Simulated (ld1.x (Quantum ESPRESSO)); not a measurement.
**Configuration tests for Tb (Z = 65) (PAW)**

- Element: terbium
- Generator: ld1.x (Quantum ESPRESSO) 7.5
- Type: PAW
- Functional: LDA (PZ)
- Relativity: scalar-relativistic
- Frozen core: [Kr] 4d10
- Valence charge: 19
- Reference configuration: 4f9 5s2 5p6 5d1 6s1 6p0
- Partial waves: 5s (bound): rcut 1.70, rcutus 1.80 bohr; 6s (bound): rcut 1.70, rcutus 1.80 bohr; 5p (bound): rcut 2.10, rcutus 2.25 bohr; 6p (bound, empty): rcut 2.10, rcutus 2.25 bohr; 5d (bound): rcut 3.20, rcutus 4.30 bohr; 5d channel at 0.35 Ry: rcut 3.20, rcutus 4.30 bohr; 4f (bound): rcut 0.90, rcutus 1.05 bohr; 4f channel at 4.1 Ry: rcut 0.90, rcutus 1.05 bohr
- Local potential: all-electron potential smoothed inside 3.95 bohr (lloc = -1)
- Core correction: Bessel-smoothed model core, default radius (core density twice the valence density)
- Augmentation charge: BESSEL, radius 0.85 bohr

Energies are relative to the spin-unpolarised reference configuration 4f9 5s2 5p6 5d1 6s1 6p0; without spin polarisation the order of configurations can differ from experiment. Not all tests gave a result: test run stopped at test 6 of 9 (negative rho).

```csv
valence configuration,charge,ΔE all-electron (eV),error AE − PS (meV)
4f9 5s2 5p6 5d0 6s2 6p0,0,-2.481,+152
4f9 5s2 5p6 5d0 6s1 6p0,+1,3.895,+117
4f9 5s2 5p6 5d0 6s1 6p1,0,0.239,+138
4f9 5s2 5p6 5d0 6s1.5 6p0,+0.5,0.062,+137
```

(1) What are ΔE and the potential's error for 4f9 5s2 5p6 5d0 6s0 6p0?

## Answers

(1) ΔE = 15.627 eV all-electron; the error (AE − PS) is +63 meV.
